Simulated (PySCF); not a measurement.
H₁₀N₂Si₃, SMILES N[SiH2]N[SiH2][SiH3].

The structure is a stationary point at PBE0-D3(BJ)/def2-SVP. This is a generated structure with no PubChem entry under its InChIKey; it may be hypothetical. Other conformers were not sampled.

Level of theory: TDA-M06-2X/def2-SVPD in PySCF.

Vertical excitations. Gas-phase values at a fixed geometry.

Computed lowest excited states:
```tsv
state	energy (eV)	λ (nm)	f	main pairs
S1	5.99	207	0.007	HOMO→LUMO 77 %, HOMO→LUMO+1 14 %
S2	6.68	186	0.022	HOMO−1→LUMO 25 %, HOMO→LUMO+1 23 %, HOMO−1→LUMO+2 20 %, HOMO−1→LUMO+1 16 %
S3	6.80	182	0.038	HOMO→LUMO+4 31 %, HOMO→LUMO+2 22 %, HOMO→LUMO+1 17 %, HOMO→LUMO+3 9 %
S4	6.86	181	0.023	HOMO→LUMO+3 39 %, HOMO→LUMO+1 16 %, HOMO→LUMO+4 11 %, HOMO−1→LUMO+1 8 %
S5	7.10	175	0.111	HOMO→LUMO+3 27 %, HOMO→LUMO+4 19 %, HOMO→LUMO+2 14 %, HOMO→LUMO+1 13 %
S6	7.35	169	0.080	HOMO−1→LUMO 37 %, HOMO−1→LUMO+1 10 %, HOMO→LUMO+2 9 %, HOMO−1→LUMO+2 6 %
S7	7.40	168	0.199	HOMO→LUMO+2 33 %, HOMO→LUMO+4 20 %, HOMO−2→LUMO 15 %, HOMO−1→LUMO+2 5 %
S8	7.53	165	0.075	HOMO−2→LUMO 32 %, HOMO→LUMO+5 31 %, HOMO→LUMO+7 9 %, HOMO→LUMO+8 5 %
S9	7.59	163	0.027	HOMO→LUMO+5 25 %, HOMO−2→LUMO 15 %, HOMO−2→LUMO+1 6 %, HOMO→LUMO+6 6 %
S10	7.86	158	0.137	HOMO→LUMO+7 54 %, HOMO→LUMO+6 13 %
T1	5.61	221	0	HOMO→LUMO 67 %, HOMO→LUMO+1 18 %
T2	6.22	199	0	HOMO→LUMO+4 45 %, HOMO→LUMO+3 27 %
T3	6.41	194	0	HOMO→LUMO+1 28 %, HOMO−1→LUMO 19 %, HOMO−1→LUMO+2 16 %, HOMO−1→LUMO+1 11 %
T4	6.58	188	0	HOMO→LUMO+1 21 %, HOMO−1→LUMO+1 21 %, HOMO→LUMO+2 12 %, HOMO→LUMO 7 %
```
Triplets are in the Tamm–Dancoff approximation.
